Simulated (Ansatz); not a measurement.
```xyz
10

O    -0.340   -0.670   -1.964
P     0.906    0.201   -1.293
O     1.392   -0.726   -0.035
Ge    0.178   -0.629    1.341
Si   -0.518    1.322    0.158
H    -0.034   -1.145   -2.742
H    -0.694   -1.897    1.337
H     0.985   -0.568    2.652
H    -1.944    1.553   -0.192
H     0.070    2.559    0.740
```

The species carries charge 0 and has multiplicity 1.

Q: List the CAM-B3LYP/def2-TZVPP orbital energies in eV (Ansatz 0.2.0). (Best estimate.)

A: The calculation gave: Occupied: -10852.57, -2100.20, -1801.14, -1356.79, -1207.76, -1207.73, -1207.73, -522.93, -522.40, -181.18, -171.62, -145.75, -131.21, -131.16, -131.04, -121.98, -121.87, -121.86, -101.10, -101.05, -101.04, -35.62, -35.47, -35.47, -35.41, -35.38, -30.39, -28.87, -18.94, -17.98, -16.01, -14.72, -13.39, -13.17, -12.60, -11.80, -11.26, -10.36, -10.06, -9.38, -7.60. Lowest empty: 0.14, 0.50, 0.86, 1.94, 2.08, 2.22, 2.69, 3.30.
